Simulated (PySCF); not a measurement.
## Worked example: chemical shift, span and skew from a shielding tensor

C4H5FO, SMILES CC1=C(F)CO1. Atoms are numbered in the order given.

```xyz
11

C     -0.6704    -1.9524     0.0000
C     -0.0353    -0.6245     0.0000
C     -0.3057     0.6935     0.0000
F     -1.3907     1.4590     0.0000
C      1.1647     0.9859     0.0000
O      1.3629    -0.4643     0.0000
H     -1.7641    -1.8482     0.0000
H     -0.3683    -2.5302    -0.8893
H     -0.3683    -2.5302     0.8893
H      1.5972     1.4388    -0.9070
H      1.5972     1.4388     0.9070
```
Charge 0, spin multiplicity 1.

Coordinates come from a r2SCAN-D4/def2-SVP optimisation.

GIAO shieldings from PySCF with PBE/pcSseg-1, non-relativistic, no solvent. The symmetric part of the tensor of C1 has the principal values 152.6, 163.3, 184.8 ppm. The same nucleus in TMS has σ = 182.0 ppm at this level (PySCF, at its B3LYP-D3(BJ)/def2-TZVP geometry).

Q: Work out the isotropic shielding, the ¹³C shift against TMS, the span and the skew.

A: 
σ(iso) = (σ11 + σ22 + σ33)/3 = 166.9 ppm. δ = σ(ref) − σ(iso) = 182.0 − (166.9) = 15.1 ppm.
Span Ω = σ33 − σ11 = 32.2 ppm. Skew κ = 3(σ(iso) − σ22)/Ω = 0.34. Tumbling in solution averages the tensor to δ; in a static solid the shielding alone would spread this spin-1/2 line over Ω.
